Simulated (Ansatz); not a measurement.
Input and output for Si₈NH₁₆, a doped cluster cut from the lattice of silicon (N on a surface site).

```yaml
crystal:
  periodic: [false, false, false]
  atoms:
    - {symbol: Si, position_ang: [-0.011074, -2.924396, -0.109661]}
    - {symbol: Si, position_ang: [0.479371, 0.050244, -2.451876]}
    - {symbol: Si, position_ang: [-2.159768, 0.055212, 0.358109]}
    - {symbol: Si, position_ang: [0.329364, 0.028856, 2.368485]}
    - {symbol: Si, position_ang: [-0.098405, 3.410632, -0.665958]}
    - {symbol: Si, position_ang: [-1.125757, -1.241286, -1.312097]}
    - {symbol: Si, position_ang: [1.465926, -1.742363, 1.289981]}
    - {symbol: Si, position_ang: [1.475093, 1.746281, -1.149899]}
    - {symbol: N, position_ang: [-0.864824, 0.796843, 1.311119]}
    - {symbol: H, position_ang: [0.720574, -3.906785, -0.988115]}
    - {symbol: H, position_ang: [-1.005290, -3.676523, 0.738989]}
    - {symbol: H, position_ang: [1.559808, -0.839371, -3.019591]}
    - {symbol: H, position_ang: [-0.184112, 0.755115, -3.610679]}
    - {symbol: H, position_ang: [-3.067124, -0.826222, 1.187097]}
    - {symbol: H, position_ang: [-2.991722, 1.173115, -0.208055]}
    - {symbol: H, position_ang: [-0.295433, -0.543286, 3.622477]}
    - {symbol: H, position_ang: [1.293738, 1.103696, 2.796507]}
    - {symbol: H, position_ang: [-1.487309, 3.104396, -1.169478]}
    - {symbol: H, position_ang: [-0.183228, 3.797852, 0.793358]}
    - {symbol: H, position_ang: [-2.136896, -1.814972, -2.275357]}
    - {symbol: H, position_ang: [2.052427, -2.633361, 2.357562]}
    - {symbol: H, position_ang: [2.597170, -1.225092, 0.439299]}
    - {symbol: H, position_ang: [2.580608, 2.337398, -1.992457]}
    - {symbol: H, position_ang: [2.115087, 1.242324, 0.116031]}
    - {symbol: H, position_ang: [-1.058234, 1.771703, 1.574218]}
basis:
  gaussian: {orbitals: aug-cc-pVDZ}
magnetization: {spin_polarized: false, initial_magnetization: 1}
hamiltonian: {xc: {name: B3LYP}, dispersion: d4, pseudopotentials: {relativity: scalar}}
output: {forces: true}
```

```sh
$ ansatz run in.yaml --threads 2 --pin off --events-out ev --progress --plain --max-ram 22528MiB --backend cuda --devices 0, --max-vram 18GiB
```

It prints (some lines left out):

```
Functional definition: B3LYP
3798 factors; integrals over basis functions are off by at most 9.7e-4 eV
mean field evaluation 1: about -64884.6164 eV, gradient 6.6e1 eV
mean field evaluation 2: about -64884.6656 eV, gradient 6.6e1 eV
mean field evaluation 4: about -64892.1384 eV, gradient 2.6e1 eV
mean field evaluation 8: about -64894.6184 eV, gradient 1.1e0 eV
mean field evaluation 16: about -64894.6241 eV, gradient 4.5e-4 eV
mean field -64894.62412197 eV, -2384.8334493264 hartree, gradient 4.2e-5 eV, S^2 0.750000; 0 other end points of the search recorded, 0 dependent functions left out
reference -64894.62475513 eV, -2384.8334725944 hartree; 68, 67 occupied and 315, 316 virtual orbitals, 3798 factors
Total energy: -64896.52368308 eV, -2384.9032569096 hartree
Relativity: scalar
Atom 0 at    -0.011074    -2.924396    -0.109661 Å, force    -0.050625    -0.221434     0.016376 eV/Å
Atom 1 at     0.479371     0.050244    -2.451876 Å, force     0.049626     0.004654    -0.245681 eV/Å
Atom 2 at    -2.159768     0.055212     0.358109 Å, force    -0.269608     0.026101    -0.058501 eV/Å
Atom 3 at     0.329364     0.028856     2.368485 Å, force     0.139744     0.042210     0.256432 eV/Å
Atom 4 at    -0.098405     3.410632    -0.665958 Å, force    -0.186915     0.167478     0.074435 eV/Å
Atom 5 at    -1.125757    -1.241286    -1.312097 Å, force    -0.133434    -0.114549    -0.113612 eV/Å
Atom 6 at     1.465926    -1.742363     1.289981 Å, force     0.238533    -0.087539     0.048111 eV/Å
Atom 7 at     1.475093     1.746281    -1.149899 Å, force     0.302679    -0.032180     0.053417 eV/Å
Atom 8 at    -0.864824     0.796843     1.311119 Å, force    -0.100548     0.470489     0.147583 eV/Å
Atom 9 at     0.720574    -3.906785    -0.988115 Å, force    -0.097059     0.125588     0.109444 eV/Å
Atom 10 at    -1.005290    -3.676523     0.738989 Å, force     0.125240     0.080488    -0.114361 eV/Å
Atom 11 at     1.559808    -0.839371    -3.019591 Å, force    -0.155906     0.102077     0.078378 eV/Å
Atom 12 at    -0.184112     0.755115    -3.610679 Å, force     0.089118    -0.090955     0.143027 eV/Å
Atom 13 at    -3.067124    -0.826222     1.187097 Å, force     0.136332     0.119373    -0.080925 eV/Å
Atom 14 at    -2.991722     1.173115    -0.208055 Å, force     0.117757    -0.153910     0.094022 eV/Å
Atom 15 at    -0.295433    -0.543286     3.622477 Å, force     0.052967     0.084655    -0.174494 eV/Å
Atom 16 at     1.293738     1.103696     2.796507 Å, force    -0.145438    -0.142243    -0.059362 eV/Å
Atom 17 at    -1.487309     3.104396    -1.169478 Å, force     0.192530     0.015009     0.091462 eV/Å
Atom 18 at    -0.183228     3.797852     0.793358 Å, force    -0.007355    -0.085542    -0.185679 eV/Å
Atom 19 at    -2.136896    -1.814972    -2.275357 Å, force     0.122621     0.079662     0.116655 eV/Å
Atom 20 at     2.052427    -2.633361     2.357562 Å, force    -0.067359     0.120325    -0.137573 eV/Å
Atom 21 at     2.597170    -1.225092     0.439299 Å, force    -0.162669    -0.054248     0.134930 eV/Å
Atom 22 at     2.580608     2.337398    -1.992457 Å, force    -0.143009    -0.059205     0.118123 eV/Å
Atom 23 at     2.115087     1.242324     0.116031 Å, force    -0.113561     0.082305    -0.213335 eV/Å
Atom 24 at    -1.058234     1.771703     1.574218 Å, force     0.066342    -0.478609    -0.098872 eV/Å
Dipole moment:    -0.074178     0.034766     0.060588 e Å
```

It took 8 s on 2 threads of AMD EPYC 7R13 on a shared host and a share (18 GiB) of an NVIDIA H100 80GB HBM3, peak host memory 1.4 GiB.

B3LYP takes the VWN-RPA correlation.

With spin_polarized false and unpaired electrons the run is restricted open-shell.
